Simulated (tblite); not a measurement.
Compound: C₅H₁₀Cl₂OSi.
Z-matrix (Å and degrees, GFN2-xTB geometry), rows numbered from 1:
```
C 
C   1  1.5007
C   2  1.3325  1  124.67
Si  3  1.8993  2  129.03  1     2.16
C   3  1.4975  2  123.66  1  -177.54
O   5  1.4126  3  105.39  2   158.04
C   2  1.5031  1  111.60  3  -179.06
Cl  7  1.7814  2  113.11  1  -127.95
Cl  7  1.7932  2  111.44  1   108.96
H   1  1.0823  2  111.11  3     5.21
H   1  1.0900  2  110.27  3  -115.78
H   1  1.0898  2  109.71  3   125.37
H   4  1.4616  3  108.61  2   129.21
H   4  1.4713  3  109.37  2    13.90
H   4  1.4567  3  110.09  2  -105.30
H   5  1.0968  3  112.89  2    37.84
H   5  1.0991  3  109.47  2   -83.07
H   6  0.9620  5  110.50  3   167.42
H   7  1.0916  2  111.50  1    -8.84
```

Level: GFN2-xTB in tblite, geometry and Hessian alike; calculated harmonic values, unscaled, isolated species. The method is semi-empirical: single wavenumbers can be off by several per cent or more. Modes of hydrogen on silicon can be 10 to 20 % off. One conformer, not necessarily the lowest.

Harmonic wavenumbers (cm⁻¹): 57.8, 67.7, 85.0, 139.7, 144.7, 171.5, 191.6, 208.1, 221.6, 261.2, 269.7, 321.4, 341.0, 442.8, 487.3, 506.1, 565.6, 579.2, 626.4, 671.8, 737.1, 742.9, 815.7, 860.5, 925.1, 954.2, 1033.8, 1045.5, 1065.3, 1121.7, 1156.6, 1168.0, 1199.0, 1223.4, 1245.6, 1343.0, 1396.6, 1462.4, 1470.6, 1477.7, 1695.5, 2185.9, 2267.9, 2313.0, 2871.9, 2916.5, 2947.4, 2997.1, 3010.6, 3102.7, 3557.6.

A = 1310, B = 635.8, C = 580.5 MHz; mass 183.988 u (most abundant isotopes); point group C1, symmetry number 1.

Question: Zero-point energy?

Answer: Half the sum of the wavenumbers: 29335 cm⁻¹ = 83.87 kcal/mol.

Question: What is S at 500 K and 1 bar for an ideal gas of classical rigid rotors and harmonic oscillators?

Answer: Translation 44.13, rotation 32.42, vibration 62.16: S = 138.7 cal/(mol K).

Question: And Cp and H(500 K) − H(0)?

Answer: Cp = 63.40 cal/(mol K), of which vibrations give 55.46 (their classical limit is 51 R = 101.3); H(500 K) − H(0) = 19.59 kcal/mol without the zero-point energy, 15.61 from vibrations.

Question: Which modes carry the vibrational entropy at 500 K?

Answer: 57.8 cm⁻¹: 5.55; 67.7 cm⁻¹: 5.24; 85.0 cm⁻¹: 4.79; 139.7 cm⁻¹: 3.81; 144.7 cm⁻¹: 3.74; 171.5 cm⁻¹: 3.41 cal/(mol K); the other 45 give 35.61 together.

Question: What must be added to the electronic energy to get the Gibbs energy at 500 K and 1 bar?

Answer: ZPE + [H(500 K) − H(0)] − T·S = 83.87 + 19.59 − 69.36 = 34.10 kcal/mol.

Hindered rotation and anharmonicity are outside this model. Other conformers, if any are populated, would add a mixing term that is left out. The structure is chiral; the term R ln 2 for an equal mix with its mirror image is left out.
